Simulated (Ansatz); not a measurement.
Consider the formal loss of a carbene: `C=C[CH2][InH][F]` → `C=[CH][InH][F]` + `[CH2]` (triplet).

Gas-phase electronic energies from Ansatz, PBE0-D4/def2-TZVP geometries. CCSD(T)/CBS adds triple-zeta CCSD(T) − MP2 to the extrapolated MP2 energy (def2 sets, frozen cores). This one scheme is used for every species. Functionals use def2-TZVPP. Triplets are unrestricted, without spin–orbit coupling. def2 core potentials past Kr. For In outer-core shells are correlated without core-valence functions, which leaves a few kJ/mol of doubt a bond. Each species was taken in one conformer, which may not be the lowest.

```csv
level,ΔE (kJ/mol),difference from CCSD(T)/CBS
LDA (SPW92),523.7,80.0
revPBE-D4,442.7,-1.0
BLYP-D4,440.4,-3.3
B97M-V,446.5,2.8
PBE0-D4,444.7,1.0
BHLYP-D4,424.1,-19.6
CAM-B3LYP-D4,439.7,-4.0
PBE-QIDH,440.7,-3.0
revPBE,423.9,-19.8
r2SCANh,420.5,-23.2
r2SCAN0,417.1,-26.6
HF/def2-SVP,295.8,-147.9
HF/def2-TZVPP,289.6,-154.1
HF/def2-QZVPP,289.8,-153.9
SCS-MP2/def2-QZVPP,453.0,9.3
HF/CBS(def2),289.9,-153.8
CCSD(T)/CBS,443.7,0
```

Largest T1 diagnostic among the species: 0.015.

Leaving LDA and LC-ωPBE aside and taking each functional with its dispersion term where it has one, the values, not all of them listed here, spread over 36.6 kJ/mol, from r2SCAN0-D4 to PBE-D4. LDA lies +74.4 kJ/mol from PBE without D4. At CCSD(T), def2-SVP lies −20.5 kJ/mol from the extrapolated value and def2-TZVPP −13.5 kJ/mol.

CCSD(T)/CBS has its own doubt, a few kJ/mol and more with outer-core shells, so smaller differences from it don't rank the levels.
